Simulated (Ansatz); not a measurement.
```yaml
crystal:
  periodic: [false, false, false]
  atoms:
    - {symbol: B, position_ang: [-1.032405, 0.245612, -0.784722]}
    - {symbol: Ge, position_ang: [0.679835, -0.094277, 0.477871]}
    - {symbol: F, position_ang: [0.794631, -1.876583, 0.914995]}
    - {symbol: H, position_ang: [-1.791137, -0.688639, -1.126916]}
    - {symbol: H, position_ang: [-1.272260, 1.409477, -1.185393]}
    - {symbol: H, position_ang: [0.597662, 0.680458, 1.896130]}
    - {symbol: H, position_ang: [2.087932, 0.252552, -0.240055]}
basis:
  gaussian: {orbitals: aug-cc-pVTZ}
hamiltonian: {xc: {name: B2PLYP}}
accuracy: high
```

```sh
$ ansatz run in.yaml --threads 2 --pin off --events-out ev --progress --plain --max-ram 4352MiB
```

Output, abridged:

```
Functional definition: B2PLYP
3713 factors; integrals over basis functions are off by at most 4.6e-9 eV
mean field evaluation 1: about -59958.6048 eV, gradient 3.6e1 eV
mean field evaluation 2: about -59958.6442 eV, gradient 3.6e1 eV
mean field evaluation 4: about -59960.7244 eV, gradient 2.5e0 eV
mean field evaluation 8: about -59960.7434 eV, gradient 4.4e-2 eV
mean field evaluation 16: about -59960.7434 eV, gradient 5.0e-6 eV
mean field -59960.74340241 eV, -2203.5166771868 hartree, gradient 1.5e-8 eV, S^2 0.000000; 0 other end points of the search recorded, 0 dependent functions left out
11 core orbitals not correlated: weight in the atoms' cores, before any rotation towards them, 1.000 or more for the frozen orbitals, at most 0.000 for the correlated occupied ones
reference -59960.74343366 eV, -2203.5166783354 hartree; 14, 14 occupied and 218, 218 virtual orbitals, 3713 factors
second order -18.89816275 eV of doubles, -0.00000000 eV of singles
Total energy: -59965.84593760 eV, -2203.7041918967 hartree
```

Run time 34 s (2 threads of an Arm Neoverse V1 on a shared host); peak host memory 1.6 GiB.
